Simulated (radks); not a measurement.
Results of a calculation; reference values are marked as such.
Sm2+, configuration [Xe] 4f6. Level of theory: scalar-relativistic Kohn-Sham, LDA (Slater exchange, Perdew-Zunger correlation), spin-polarised, spherical densities, finite nucleus; open shells are filled with parallel spins first (spin-orbit coupling, left out, can overturn this in heavy ions); Fermi nuclear charge, rms radius 5.0819 fm (a radial shooting solver on a logarithmic mesh with Libxc functionals).

Unscreened Slater integrals over Kohn-Sham orbitals (cm^-1). They are taken over the spin-up orbitals.

integral,value
"F0(4f,4f)",212390
"F2(4f,4f)",97693
"F4(4f,4f)",60670
"F6(4f,4f)",43473
"F0(4f,5p)",142410
"F2(4f,5p)",51486
"G2(4f,5p)",29706
"G4(4f,5p)",22322
"F0(4f,5s)",159900
"G3(4f,5s)",33438
"F0(4f,4d)",245800
"F2(4f,4d)",114730
"F4(4f,4d)",72582
"G1(4f,4d)",134880
"G3(4f,4d)",83982
"G5(4f,4d)",59178
"F0(5p,5p)",120810
"F2(5p,5p)",64931
"F0(5p,5s)",129510
"G1(5p,5s)",86298
"F0(5p,4d)",151700
"F2(5p,4d)",42005
"G1(5p,4d)",11713
"G3(5p,4d)",11378
"F0(5s,5s)",140970
"F0(5s,4d)",172950
"G2(5s,4d)",18443
"F0(4d,4d)",294480
"F2(4d,4d)",149510
"F4(4d,4d)",99914

Derived for the open shells (J is the average intra-shell exchange parameter used in DFT+U). 4f: F4/F2 = 0.621, F6/F2 = 0.445, J = (286 F2 + 195 F4 + 250 F6)/6435 = 7869 cm^-1.
